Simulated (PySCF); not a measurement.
3-methylsulfanylbuta-1,2-diene (C5H8S), SMILES C=C=C(C)SC. Atoms are numbered in the order given.

```xyz
14

C      2.5391     0.0478     1.2729
C      1.4244     0.2530     0.6209
C      0.3177     0.4612    -0.0572
C     -0.1874     1.8235    -0.4357
S     -0.5495    -0.9743    -0.6626
C     -2.1999    -0.7144     0.0324
H      2.5599     0.0138     2.3679
H      3.4876    -0.1047     0.7458
H     -1.1850     2.0101    -0.0068
H      0.4898     2.6085    -0.0720
H     -0.2783     1.9037    -1.5304
H     -2.1650    -0.6632     1.1303
H     -2.7943    -1.5909    -0.2624
H     -2.6860     0.1853    -0.3717
```
Charge 0, spin multiplicity 1.

Geometry optimised at PBE0-D3(BJ)/def2-SVP. The values are those of a single conformer.

The numbers are results of PySCF with SMD-ωB97X/6-31G*, not measurements.

Solvation free energies are E(SMD) − E(gas) at the gas-phase geometry, for 1 M in both phases. In vacuum the dipole moment is 1.68 D.

Estimate the solvation free energies in water, 1-octanol, chloroform. (The exact figures need the calculation; the answer reports its results.)


```
solvent     ΔG(solv) (kcal/mol)  its non-electrostatic (CDS) part  dipole (D)
----------  -------------------  --------------------------------  ----------
water                      -0.4                               4.4        2.27
1-octanol                  -3.9                               0.2        2.17
chloroform                 -5.3                              -1.9        2.08
```
